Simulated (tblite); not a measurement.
Compound: C4H7ClO2.
Structure used (GFN2-xTB), in Å, numbered top down from 1:
```
atom  x, y, z in Å
C1    -2.413    0.277   -0.207
O2    -1.177    0.510    0.421
C3    -0.104   -0.136   -0.219
C4     1.171    0.196    0.555
C5     2.368   -0.448   -0.053
O6     2.429   -1.144   -1.008
Cl7    3.843   -0.056    0.849
H8    -2.409    0.643   -1.241
H9    -3.158    0.822    0.369
H10   -2.661   -0.791   -0.212
H11   -0.262   -1.225   -0.235
H12   -0.012    0.206   -1.261
H13    1.314    1.279    0.582
H14    1.070   -0.133    1.592
```

Computed values, GFN2-xTB/tblite, gas phase, harmonic and unscaled. Against measured fundamentals such values can be off by several per cent, at times by over 20. One conformer, not necessarily the lowest.

Harmonic wavenumbers (cm⁻¹): 48.8, 55.1, 108.8, 114.9, 227.7, 270.6, 297.5, 445.8, 469.2, 482.1, 725.5, 790.4, 979.4, 999.4, 1015.3, 1077.4, 1124.7, 1127.1, 1157.7, 1172.2, 1238.4, 1264.2, 1350.5, 1406.3, 1415.6, 1466.7, 1487.3, 1494.9, 1837.2, 2854.4, 2886.9, 2902.0, 2924.2, 2970.7, 2987.8, 3034.9.

A = 6964, B = 817.1, C = 741.5 MHz; mass 122.013 u (most abundant isotopes); point group Cs, symmetry number 1.

Q: What is the zero-point energy?

A: Half the sum of the wavenumbers: 23106 cm⁻¹ = 66.06 kcal/mol.

Q: Entropy at 400 K, 1 bar (ideal gas, RRHO, classical rotation)?

A: Translation 41.80, rotation 29.60, vibration 31.70: S = 103.1 cal/(mol K).

Q: And Cp and H(400 K) − H(0)?

A: Cp = 36.39 cal/(mol K), of which vibrations give 28.44 (their classical limit is 36 R = 71.5); H(400 K) − H(0) = 9.33 kcal/mol without the zero-point energy, 6.15 from vibrations.

Q: How do the functions run with temperature in this model?

A: 
| T (K) | S (cal/(mol K)) | Cp (cal/(mol K)) | H − H(0) (kcal/mol) | G − H(0) (kcal/mol) | ln q(vib) |
| --- | --- | --- | --- | --- | --- |
| 100 | 68.8 | 17.3 | 1.28 | -5.60 | 1.81 |
| 200 | 82.9 | 23.6 | 3.34 | -13.23 | 4.14 |
| 300 | 93.6 | 29.9 | 6.01 | -22.07 | 6.24 |
| 500 | 111.9 | 42.3 | 13.27 | -42.66 | 10.12 |
| 800 | 134.7 | 55.0 | 28.02 | -79.77 | 15.48 |
| 1000 | 147.6 | 60.5 | 39.61 | -108.04 | 18.78 |

q(vib) and H(0) count from the zero-point level.

Q: What must be added to the electronic energy to get the Gibbs energy at 400 K and 1 bar?

A: ZPE + [H(400 K) − H(0)] − T·S = 66.06 + 9.33 − 41.24 = 34.15 kcal/mol.

Q: Which modes carry the vibrational entropy at 400 K?

A: 48.8 cm⁻¹: 5.45; 55.1 cm⁻¹: 5.21; 108.8 cm⁻¹: 3.86; 114.9 cm⁻¹: 3.76; 227.7 cm⁻¹: 2.44; 270.6 cm⁻¹: 2.12 cal/(mol K); the other 30 give 8.87 together.

Q: Blend soft modes into free rotors: weight 1/[1 + (100 cm⁻¹/ν̃)⁴] for the oscillator and the rest for a rotor with moment μB/(μ + B), μ = h/(8π²ν), B = 10⁻⁴⁴ kg m². What vibrational entropy results?

A: 28.25 cal/(mol K) in place of 31.70, which changes −T·S at 400 K by +1.38 kcal/mol.

Hindered rotation and anharmonicity are outside this model. Other conformers, if any are populated, would add a mixing term that is left out.
